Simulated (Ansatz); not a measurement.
Ir20⁺ (relaxed from a model of Ir20 flat piece, whose bonding it doesn't keep). The state is a doublet with charge 1. Geometry r2SCAN-D4/def2-SVP; atoms count from 1.

```xyz
20

Ir    3.547    0.407    2.561
Ir    2.436   -1.405    1.533
Ir    2.706   -3.745    1.056
Ir    2.275   -2.326   -0.949
Ir    3.100   -2.658   -3.152
Ir    1.652    0.284    3.933
Ir    0.172   -0.451    1.989
Ir    0.346   -2.680    0.692
Ir   -0.032   -1.351   -1.448
Ir    1.855   -0.657   -3.013
Ir   -0.024    1.830    3.135
Ir   -1.310    1.367    0.961
Ir   -1.723   -1.094    0.403
Ir   -1.510    0.646   -1.532
Ir   -0.383   -0.036   -3.693
Ir   -2.304    2.546    3.215
Ir   -2.437    3.638    1.115
Ir   -3.337    1.992   -0.424
Ir   -3.601    1.545   -2.787
Ir   -1.430    2.148   -3.595
```

In the def2 sets Ir takes a core potential; there is no spin–orbit coupling. Single mean-field runs in def2-TZVP are fitted with def2-universal-jkfit. The charge 1 doublet is spin-contaminated (final ⟨S²⟩ up to 5.87, 0.75 for a pure state). Another isomer (doublet) lies 5.21 eV lower at PBE0-D4/def2-TZVP; other spin states weren't run for this one.

(1) Estimate the Mulliken populations from the PBE0/def2-TZVP orbitals of Ansatz.

(2) Where does the spin sit?

(3) And the Mayer bond orders between heavy atoms (over 0.3, the first 40 of 43)?

Answers

(1) 
```csv
atom,charge (e),spin (α − β),d electrons
Ir1,0.15,0.62,7.73
Ir2,-0.25,-0.12,7.59
Ir3,0.74,-1.16,7.75
Ir4,-0.66,-0.29,7.63
Ir5,0.19,-0.28,7.74
Ir6,0.47,0.06,7.75
Ir7,-0.97,0.19,7.76
Ir8,0.54,0.07,7.74
Ir9,-0.46,-0.37,7.71
Ir10,0.29,-0.08,7.67
Ir11,0.09,0.47,7.67
Ir12,-0.99,0.11,7.82
Ir13,1.04,0.69,7.73
Ir14,-1.09,0.03,7.76
Ir15,0.27,-0.21,7.70
Ir16,0.39,0.90,7.69
Ir17,0.32,-0.30,7.75
Ir18,0.27,0.26,7.62
Ir19,0.33,0.78,7.77
Ir20,0.32,-0.38,7.79
```
Mulliken values depend strongly on the basis.

(2) Summed by element: Ir 1.00, of 1 unpaired in all. Largest on single atoms: Ir3 -1.16, Ir16 0.90, Ir19 0.78.

(3) Ir1–Ir2 1.35 (2.36 Å); Ir1–Ir6 1.42 (2.34 Å); Ir2–Ir3 1.02 (2.40 Å); Ir2–Ir4 0.44 (2.65 Å); Ir2–Ir7 0.86 (2.50 Å); Ir2–Ir8 0.41 (2.59 Å); Ir3–Ir4 0.73 (2.49 Å); Ir3–Ir8 0.63 (2.61 Å); Ir4–Ir5 1.42 (2.38 Å); Ir4–Ir8 0.49 (2.56 Å); Ir4–Ir9 0.93 (2.55 Å); Ir4–Ir10 0.46 (2.69 Å); Ir5–Ir10 1.45 (2.36 Å); Ir6–Ir7 0.74 (2.55 Å); Ir6–Ir11 0.92 (2.42 Å); Ir7–Ir8 0.66 (2.58 Å); Ir7–Ir11 0.67 (2.56 Å); Ir7–Ir12 0.78 (2.56 Å); Ir7–Ir13 0.55 (2.55 Å); Ir8–Ir9 0.69 (2.55 Å); Ir8–Ir13 0.38 (2.62 Å); Ir9–Ir10 0.63 (2.55 Å); Ir9–Ir13 0.69 (2.52 Å); Ir9–Ir14 1.00 (2.49 Å); Ir9–Ir15 0.56 (2.62 Å); Ir10–Ir15 0.88 (2.42 Å); Ir11–Ir12 0.80 (2.57 Å); Ir11–Ir16 1.09 (2.39 Å); Ir12–Ir13 0.43 (2.56 Å); Ir12–Ir14 0.74 (2.60 Å); Ir12–Ir16 0.47 (2.73 Å); Ir12–Ir17 0.89 (2.54 Å); Ir12–Ir18 0.63 (2.53 Å); Ir13–Ir14 0.41 (2.61 Å); Ir14–Ir15 0.72 (2.53 Å); Ir14–Ir18 0.70 (2.53 Å); Ir14–Ir19 0.72 (2.60 Å); Ir14–Ir20 0.81 (2.55 Å); Ir15–Ir20 1.04 (2.42 Å); Ir16–Ir17 1.19 (2.37 Å).
